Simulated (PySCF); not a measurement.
This PySCF input asks for the NMR shieldings of `CNP1CC[C@H]1C`, C5H12NP; the geometry comes from GFN2-xTB.

```python
import basis_set_exchange as bse
import numpy as np
from pyscf import gto, dft
from pyscf.prop import nmr

atoms = """
C     2.396267   -0.673829    1.024746
N     1.103071   -0.752615    0.358333
P    -0.229489   -0.095236    1.253099
C    -0.078197    1.660633    0.595856
C    -0.774998    1.281652   -0.715410
C    -1.446928    0.004651   -0.192466
C    -1.582426   -1.154687   -1.158278
H     3.175699   -0.942081    0.309373
H     2.487631   -1.325308    1.900359
H     2.561026    0.353882    1.346957
H     0.898731   -1.724980    0.135767
H    -0.672066    2.344321    1.202963
H     0.933673    2.050341    0.502103
H    -0.040171    1.031700   -1.478942
H    -1.456075    2.034125   -1.118065
H    -2.424489    0.241492    0.241812
H    -2.278436   -0.893377   -1.955082
H    -1.960783   -2.040455   -0.649624
H    -0.621841   -1.390978   -1.610962
"""
names = dict.fromkeys(["C", "N", "P", "H"], "pcSseg-1")
basis = {el: gto.basis.parse(bse.get_basis(n, elements=[el], fmt="nwchem")) for el, n in names.items()}
mol = gto.M(atom=atoms, basis=basis, charge=0, verbose=0)
mf = dft.RKS(mol, xc="PBE0")
mf.grids.level = 2
mf.grids.alignment = dft.numint.BLKSIZE   # the property module wants whole blocks of grid points
mf.conv_tol = 1e-9
mf.kernel()

calc = nmr.RKS(mf)   # GIAO
C = mf.mo_coeff
Co = C[:, mf.mo_occ > 0]
resp = mf.gen_response(singlet=True, hermi=2)
def vind(x):   # induced exchange potential for any number of trial vectors
    d = np.einsum("pi,xij,qj->xpq", C, 2 * x.reshape(-1, C.shape[1], Co.shape[1]), Co, optimize=True)
    return np.einsum("xpq,pi,qj->xij", resp(d - d.transpose(0, 2, 1)), C, Co, optimize=True).ravel()
mo1, _ = nmr.rhf.solve_mo1(calc, with_cphf=vind)
sigma = calc.kernel(mo1)
for i, s in enumerate(sigma):   # ppm
    print("%2d %-2s %9.2f" % (i, mol.atom_pure_symbol(i), np.trace(s) / 3))
```

Question: What are the results?

Answer: 
```
 0 C     153.65
 1 N     240.38
 2 P     208.27
 3 C     167.66
 4 C     150.73
 5 C     154.58
 6 C     170.55
 7 H      28.66
 8 H      29.03
 9 H      29.45
10 H      32.47
11 H      30.20
12 H      30.49
13 H      28.31
14 H      28.90
15 H      29.58
16 H      30.59
17 H      30.89
18 H      30.36
```

These numbers come from an equivalent density-fitted implementation of the same equations, which agrees with the script to about 0.01 ppm for H and up to a few tenths of a ppm for heavy atoms, so last digits may differ.

Size and cost of the density-fitted run: 186 basis functions, 50 s wall time on 1 thread of an Arm Neoverse N1, shared host; peak memory 0.85 GiB.
